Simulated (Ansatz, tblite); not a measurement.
Spin states of the cluster AgTe₂ (the lowest doublet isomer of a short search), each relaxed with PBE0-D4/def2-TZVP in Ansatz. Electronic energies in the gas phase.

In the def2 sets Ag, Te take a core potential; there is no spin–orbit coupling. The xTB rows come from tblite. Correlated methods freeze 8 core orbitals; core or outer-core shells of Ag, Te are correlated, in sets that lack core-valence functions. The rows differ in basis, and correlated rows in double-zeta sets carry the largest basis error. The structure comes from a short search, and lower isomers may exist.

Doublet geometry (C2v within 0.1 Å):

```
atom   x (Å)   y (Å)   z (Å)
 Ag1   0.966  -0.473  -1.141
 Te2  -1.554  -0.019  -0.231
 Te3   0.588   0.492   1.372
```

Quartet geometry (C2v within 0.1 Å):

```
atom   x (Å)   y (Å)   z (Å)
 Ag1  -0.039   0.627   1.755
 Te2  -0.461   0.801  -1.286
 Te3   0.500  -1.428  -0.469
```

Run but left out: HF/STO-3G (doublet: ⟨S²⟩ 1.77, where a pure state has 0.75).

Only these spin states were relaxed.

```tsv
level	quartet − doublet (kJ/mol)	lowest of these
GFN2-xTB	250.4	doublet
HF/def2-SVP	105.9	doublet
r2SCAN-D4/def2-TZVP	100.3	doublet
r2SCANh-D4/def2-TZVP	104.1	doublet
CAM-B3LYP-D4/def2-TZVP	113.3	doublet
ωB97X-V/def2-TZVP	136.3	doublet
RPA@PBE/def2-TZVP	118.9	doublet
MP2/def2-SVP	121.9	doublet
```

| state | donor atoms | mean metal–ligand distance (Å) | range (Å) | Mulliken spin on the metal (PBE0) |
| --- | --- | --- | --- | --- |
| doublet | 2 | 2.718 | 2.72–2.72 | -0.04 |
| quartet | 2 | 3.076 | 3.08–3.08 | 0.99 |

⟨S²⟩ at PBE0-D4/def2-TZVP: doublet 0.76 (pure 0.75), quartet 3.76 (pure 3.75). The unpaired electrons of the doublet sit mostly on the ligands.

Change of the quartet − doublet gap on mixing in exact exchange, in kJ/mol: r2SCAN to r2SCANh (10 % exact exchange) 3.8.

The xTB methods have no term that favours high spin, so they put low spin too low.
